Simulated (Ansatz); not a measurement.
# Ligand exchange: C2H3ClSn + C3H7FMg → C2H3FSn + C3H7ClMg

Species: C2H3ClSn `C#[C][SnH2][Cl]`, singlet; C3H7FMg `C[CH](C)[Mg][F]`, singlet; C2H3FSn `C#[C][SnH2][F]`, singlet; C3H7ClMg `C[CH](C)[Mg][Cl]`, singlet. The partners trade Cl for F: Sn–Cl and Mg–F bonds give way to Sn–F and Mg–Cl.

Shapes, held fixed at every level: PBE0-D4/def2-TZVP. Programs: Ansatz 0.2.0. Electronic energies: no zero-point or thermal term.

```tsv
level	kind	ΔE (kJ/mol)	less CCSD(T)/def2-TZVPP
HF/def2-SVP	Hartree–Fock	+11.2	-1.4
PBE-D4/def2-TZVPP	GGA	+14.1	+1.5
BHLYP-D4/def2-TZVPP	global hybrid	+11.4	-1.2
B2PLYP/def2-TZVPP	double hybrid	+12.4	-0.2
MP2/def2-SVP	perturbation theory	+18.2	+5.6
CCSD(T)/def2-SVP	coupled cluster or CI	+16.4	+3.8
CCSD/def2-TZVPP	coupled cluster or CI	+11.9	-0.7
CCSD(T)/def2-TZVPP	coupled cluster or CI	+12.6	0.0
```

The highest level, CCSD(T)/def2-TZVPP, gives ΔE = +12.6 kJ/mol; the levels span +11.2 to +18.2. The column of differences is taken from that level and isn't an error. No measured value is set beside it here. For atoms past krypton def2 sets carry core potentials with scalar relativity. Outer-core shells of Mg, Sn are correlated in most correlated rows, in sets that cover them unevenly.
